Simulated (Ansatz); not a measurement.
A run for Ansatz (a first-principles code): U-r2SCAN/def2-TZVPP on CH4OSn (SMILES [CH3][Sn][OH]), a point of a bond scan (R = 1.913 Å). Elements past Kr take the def2 small-core potentials; no spin–orbit coupling.

Ansatz 0.2 input:
```yaml
crystal:
  periodic: [false, false, false]
  atoms:
    - {symbol: Sn, position_ang: [0.02238006, -0.06360862, 0.38858019]}
    - {symbol: C, position_ang: [0.41947667, 1.60722086, -0.98166041]}
    - {symbol: H, position_ang: [-0.66813785, 3.11588813, -0.53415295]}
    - {symbol: H, position_ang: [0.20079564, 1.28779189, -2.00052818]}
    - {symbol: H, position_ang: [1.46422512, 1.92099925, -0.91166492]}
    - {symbol: O, position_ang: [-0.53752719, -1.25054683, -1.13046981]}
    - {symbol: H, position_ang: [-0.79864880, -2.13662709, -0.85715367]}
basis:
  gaussian:
    orbitals: def2-TZVPP
hamiltonian:
  xc: {name: r2SCAN}
magnetization: {spin_polarized: true, initial_magnetization: 0}
```

The log:

```
WARN ansatz: RAYON_NUM_THREADS=1 ignored (pool sized by the plan → 1); use --threads N
Functional definition: r2SCAN
integrals: 0.07 GiB planned
955 factors; their error is unknown
mean field: 0.71 GiB planned
mean field evaluation 1: about -8961.9422 eV, gradient 6.4e1 eV
mean field evaluation 2: about -8833.0189 eV, gradient 1.5e2 eV
mean field evaluation 4: about -8976.5319 eV, gradient 2.4e1 eV
mean field evaluation 8: about -8980.0654 eV, gradient 2.2e-1 eV
mean field evaluation 16: about -8980.0560 eV, gradient 5.7e-3 eV
mean field evaluation 32: about -8978.7737 eV, gradient 5.8e0 eV
mean field -8980.05602200 eV, -330.0109719080 hartree, gradient 6.5e-6 eV, S^2 0.000000; 2 other end points of the search recorded, 0 dependent functions left out
reference -8980.05603840 eV, -330.0109725108 hartree; 20, 20 occupied and 148, 148 virtual orbitals, 955 factors
Total energy: -8980.05603840 eV, -330.0109725108 hartree
```

The calculation finished and met its thresholds.

Cost: very roughly 13 core-seconds.
